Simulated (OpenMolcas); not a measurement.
# How basis sets differ on C2H5FSi (SMILES F/C=C/[SiH3])

C2H5FSi: 9 atoms, total charge 0, spin state singlet. As SMILES, `F/C=C/[SiH3]`. Geometry: relaxed at PBE0-D4/def2-TZVP.

```xyz
9

F    -1.2599    2.3609    0.5064
C    -0.5783    1.3550   -0.0480
C    -0.3367    0.2199    0.5849
Si    0.6141   -1.1450   -0.2289
H    -0.2642    1.5996   -1.0581
H    -0.7161    0.1181    1.5986
H     1.8437   -1.4656    0.5428
H    -0.2067   -2.3816   -0.3163
H     0.9925   -0.7076   -1.5985
```

Each level gives the dipole moment (D). The values are calculated.

```tsv
level	kind	program	value (D)	CPU time
HF/ANO-R0 (sfX2C)	Hartree–Fock	OpenMolcas	1.45	1.9 s
HF/STO-3G	Hartree–Fock	OpenMolcas	0.92	3.1 s
HF/3-21G	Hartree–Fock	OpenMolcas	1.06	3.4 s
HF/6-31G	Hartree–Fock	OpenMolcas	1.39	1.6 s
HF/cc-pVDZ	Hartree–Fock	OpenMolcas	0.88	10 s
```

The values span 0.88 to 1.45 D. Magnitudes only. Sets without polarisation functions give poor dipoles. Times are those of the runs behind each value, whatever else they computed, on shared processors of several kinds: orders of magnitude only.
